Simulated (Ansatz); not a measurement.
Consider the formal exchange of groups at the Se–C bond: `OC1([SeH])CC1` + `N[SiH2][SiH3]` → `N[SiH2][SiH2][SeH]` + `OC1CC1`.

Computed with Ansatz on PBE0-D4/def2-TZVP structures; ΔE is electronic, products minus reactants. CBS: MP2 limit from def2 TZ/QZ plus the TZ coupled-cluster correction, frozen cores. This one scheme is used for every species. DFT in def2-TZVPP. B3LYP here is the variant with VWN-RPA as its local correlation; programs differ in this. For Se outer-core shells are correlated without core-valence functions, which leaves a few kJ/mol of doubt a bond. Scalar relativity is left out up to krypton. One conformer a species, not always the lowest.

`OC1([SeH])CC1`:

Cartesian coordinates in Å:
```
O 1.212 0.029 -1.124
C 0.048 0.032 -0.377
Se -1.575 0.461 -1.348
C -0.106 -0.971 0.725
C 0.210 0.472 1.031
H 1.110 -0.615 -1.834
H -1.167 1.836 -1.672
H -1.093 -1.345 0.968
H 0.701 -1.687 0.824
H -0.564 1.084 1.474
H 1.224 0.703 1.333
```

`N[SiH2][SiH3]`:

Z-matrix (Å, degrees):
```
Si
Si 1 2.341
N 1 1.724 2 108.6
H 1 1.497 2 108.1 3 -126.1
H 1 1.488 2 110.7 3 117.7
H 2 1.489 1 110.3 3 173.7
H 2 1.491 1 110.1 3 54.6
H 2 1.488 1 111.4 3 -65.4
H 3 1.008 1 119.6 2 167.4
H 3 1.007 1 119.6 2 -50.6
```

`N[SiH2][SiH2][SeH]`:

Cartesian coordinates in Å:
```
N -0.289 0.536 1.736
Si 0.277 -0.790 0.803
Si 0.755 0.106 -1.302
Se -1.057 1.383 -1.911
H -0.479 0.439 2.720
H -0.915 1.196 1.300
H -0.689 -1.916 0.599
H 1.475 -1.373 1.469
H 1.045 -0.923 -2.336
H 1.870 1.088 -1.273
H -1.992 0.254 -1.804
```

`OC1CC1`:

```xyz
10

O    -0.213   -1.464   -0.876
C    -0.396   -0.510    0.123
C     0.731    0.408    0.475
C    -0.445    0.903   -0.326
H     0.332   -2.170   -0.520
H    -1.072   -0.808    0.922
H     0.837    0.732    1.503
H     1.661    0.265   -0.061
H    -1.154    1.573    0.144
H    -0.282    1.071   -1.383
```

```tsv
level	ΔE (eV)
r2SCAN-D4	-1.03
B3LYP-D4	-1.02
```

Task: What does CCSD(T)/CBS give? (Estimate.)

Result: The calculation gave: -1.03 eV. The listed levels differ from it by 0.00, 0.01 eV.

Largest T1 diagnostic among the species: 0.011.

From PBE to PBE0 (25 % exact exchange), in def2-TZVPP and without D4, ΔE moves by −0.06 eV. In def2-TZVPP, CCSD(T) changes the Hartree–Fock value by +0.14 eV (the triples alone add +0.03 eV) and MP2 by +0.13 eV.
